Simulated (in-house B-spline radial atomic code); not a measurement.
Radial electron density of the technetium ion Tc³⁺, [Kr] 4d4. Method: non-relativistic revTPSS, spin-polarised, spherical fractional occupations, point nucleus. Calculated with an all-electron radial atomic-structure program (B-spline basis).

Columns: r (bohr), 4πr²n(r) (electrons per bohr), bar.

```
 0.00153    1.433 #
 0.00187    2.078 #
 0.00227    2.959 ##
 0.00277    4.221 ###
 0.00338    5.964 ####
 0.00412    8.315 ######
 0.00503    11.46 ########
 0.00613    15.49 ##########
 0.00748    20.55 ##############
 0.00912    26.55 ##################
  0.0111    33.22 ######################
  0.0136    40.34 ###########################
  0.0165    46.53 ###############################
  0.0202    51.32 ##################################
  0.0246    53.38 ####################################
    0.03    52.48 ###################################
  0.0366    49.37 #################################
  0.0446    46.27 ###############################
  0.0544    46.05 ###############################
  0.0663    50.58 ##################################
  0.0809    58.74 #######################################
  0.0986    65.69 ############################################
    0.12    65.95 ############################################
   0.147    57.82 #######################################
   0.179    47.42 ################################
   0.218       43 #############################
   0.266    47.03 ###############################
   0.324    51.83 ###################################
   0.396    47.49 ################################
   0.482    33.78 #######################
   0.588    19.51 #############
   0.717    12.72 ########
   0.875    12.36 ########
    1.07    12.42 ########
     1.3    9.858 #######
    1.59    5.876 ####
    1.93    2.787 ##
    2.36    1.012 #
    2.88   0.2909 
    3.51   0.0638 
    4.28 0.009417 
    5.22 0.0008074
```

On this grid the curve has 4 maxima, near 0.0246, 0.12, 0.324, 1.07 bohr.

The 4p up radial function P(r) = rR(r), positive near the nucleus:

```tsv
r (bohr)	P
0.00187	0.001172
0.00277	0.002523
0.00412	0.005421
0.00613	0.01149
0.00912	0.02385
0.0136	0.04814
0.0202	0.09199
0.03	0.1636
0.0446	0.2606
0.0663	0.3454
0.0986	0.3221
0.147	0.07315
0.218	-0.3456
0.324	-0.551
0.482	-0.1171
0.717	0.6993
1.07	1.054
1.59	0.675
2.36	0.2019
3.51	0.02284
```
